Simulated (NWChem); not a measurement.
Molecule: CuNH3Cl; SMILES [Cu]([Cl])<-[NH3]

```xyz
6

Cu     0.0003    -0.0001     1.1385
Cl     0.0010    -0.0005    -0.9533
N     -0.0002     0.0001     3.0821
H      0.9284    -0.1796     3.4677
H     -0.6204    -0.7142     3.4673
H     -0.3090     0.8944     3.4672
```
Atoms are numbered in this order, from 1.

Program: NWChem. Pople sets run with spherical d functions. Geometry: optimised at PBE0/def2-SVP. GIAO values for the isolated, static molecule; σ is the absolute isotropic shielding, δ = σ(reference) − σ with the isolated reference molecule computed at the same levels (1H: tetramethylsilane, 15N: ammonia).

For level PBE0/pcSseg-1:

- σ Cu1 (ppm): 904.4
- σ Cl2 (ppm): 1176.8
- δ N3 (ppm): 0.9
- δ H4 (ppm): 1.64

Q: How do the values read with level B3LYP/6-31G* instead?

A: The σ Cu1 (ppm) comes out as -353.0 and the σ Cl2 (ppm) comes out as 1142.9. The δ N3 (ppm) is -12.9 and the δ H4 (ppm) is 1.04.
